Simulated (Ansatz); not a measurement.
Cost and result for the atomization energy of C$_{4}$H$_{5}$B, SMILES `BC=C=C=C` (10 atoms, 9 bonds).

```xyz
10

B     0.173   -1.879   -1.294
C     0.932   -0.631   -0.830
C     0.361    0.239   -0.009
C    -0.215    1.045    0.773
C    -0.812    1.884    1.586
H    -0.942   -2.066   -0.909
H     0.693   -2.661   -2.036
H     1.950   -0.418   -1.154
H    -1.826    1.708    1.932
H    -0.313    2.781    1.940
```

Total charge 0; spin multiplicity 1. The geometry is a stationary point of PBE0-D4/def2-TZVP. Program: Ansatz. All runs use 2 threads of an Arm Neoverse V2 on a shared host. Times are those of one run each, without the atoms' runs, and a repeat can differ threefold. Electronic energies, without spin–orbit coupling; frozen cores. CCSD(T)/CBS adds CCSD(T) − MP2 in def2-TZVPP to the MP2 limit, and its time is that of the two runs behind it. T1 = 0.014; the RHF reference is unstable towards UHF. HSE06 is the plane-wave form, built on full-range PBE exchange.

CCSD(T)/CBS is a level of theory with its own doubt, some kJ/mol a heavy atom from the limit and from the frozen cores, so smaller differences don't rank the functionals.

```tsv
level	functions	wall time
LDA (SPW92)/def2-TZVPP	225	1.3 s
BLYP-D4/def2-TZVPP	225	2.3 s
PBE0-D4/def2-TZVPP	225	2.8 s
HSE06-D4/def2-TZVPP	225	3 s
CAM-B3LYP-D4/def2-TZVPP	225	3.2 s
CCSD(T)/def2-SVP	95	4.4 s
r2SCAN-D4/def2-TZVPP (with forces)	225	4.6 s
PBE-QIDH/def2-TZVPP	225	6.5 s
B2PLYP/def2-TZVPP	225	6.5 s
B97M-V/def2-TZVPP	225	9 s
MP2/def2-QZVPP	435	23 s
CCSD(T)/def2-TZVPP	225	100 s
CCSD(T)/CBS(def2)	–	2.1 min
```

Q: What atomization energy does each give, and how far from CCSD(T)/CBS? (Best estimate.)

A: Ansatz gave: 
```json
{"level": "LDA (SPW92)/def2-TZVPP", "atomization (kcal/mol)": "1178.9", "difference from CCSD(T)/CBS": "160.5", "per bond": "17.8"}
{"level": "BLYP-D4/def2-TZVPP", "atomization (kcal/mol)": "1036.4", "difference from CCSD(T)/CBS": "18.0", "per bond": "2.0"}
{"level": "PBE0-D4/def2-TZVPP", "atomization (kcal/mol)": "1039.8", "difference from CCSD(T)/CBS": "21.4", "per bond": "2.4"}
{"level": "HSE06-D4/def2-TZVPP", "atomization (kcal/mol)": "1041.1", "difference from CCSD(T)/CBS": "22.7", "per bond": "2.5"}
{"level": "CAM-B3LYP-D4/def2-TZVPP", "atomization (kcal/mol)": "1030.6", "difference from CCSD(T)/CBS": "12.2", "per bond": "1.4"}
{"level": "CCSD(T)/def2-SVP", "atomization (kcal/mol)": "983.3", "difference from CCSD(T)/CBS": "-35.1", "per bond": "-3.9"}
{"level": "r2SCAN-D4/def2-TZVPP (with forces)", "atomization (kcal/mol)": "1036.0", "difference from CCSD(T)/CBS": "17.6", "per bond": "2.0"}
{"level": "PBE-QIDH/def2-TZVPP", "atomization (kcal/mol)": "1024.9", "difference from CCSD(T)/CBS": "6.5", "per bond": "0.7"}
{"level": "B2PLYP/def2-TZVPP", "atomization (kcal/mol)": "1021.4", "difference from CCSD(T)/CBS": "3.0", "per bond": "0.3"}
{"level": "B97M-V/def2-TZVPP", "atomization (kcal/mol)": "1034.6", "difference from CCSD(T)/CBS": "16.2", "per bond": "1.8"}
{"level": "MP2/def2-QZVPP", "atomization (kcal/mol)": "1031.7", "difference from CCSD(T)/CBS": "13.3", "per bond": "1.5"}
{"level": "CCSD(T)/def2-TZVPP", "atomization (kcal/mol)": "995.5", "difference from CCSD(T)/CBS": "-22.9", "per bond": "-2.5"}
{"level": "CCSD(T)/CBS(def2)", "atomization (kcal/mol)": "1018.4", "difference from CCSD(T)/CBS": "0.0", "per bond": "0.0"}
```

Leaving LDA and LC-ωPBE aside and taking each functional with its dispersion term where it has one, the values, not all of them listed here, spread over 65.1 kcal/mol, from BHLYP-D4 to PBE-D4. LDA lies +119.2 kcal/mol from PBE without D4, its usual overbinding. From r2SCAN to r2SCAN0 (25 % exact exchange), in def2-TZVPP and without D4, the atomization energy moves by −19.1 kcal/mol: exact exchange takes away binding that semilocal exchange gives to molecules. In def2-TZVPP, CCSD(T) changes the Hartree–Fock value by +231.5 kcal/mol (the triples alone add +18.8 kcal/mol) and MP2 by +254.4 kcal/mol; breaking electron pairs costs correlation energy, which Hartree–Fock lacks.
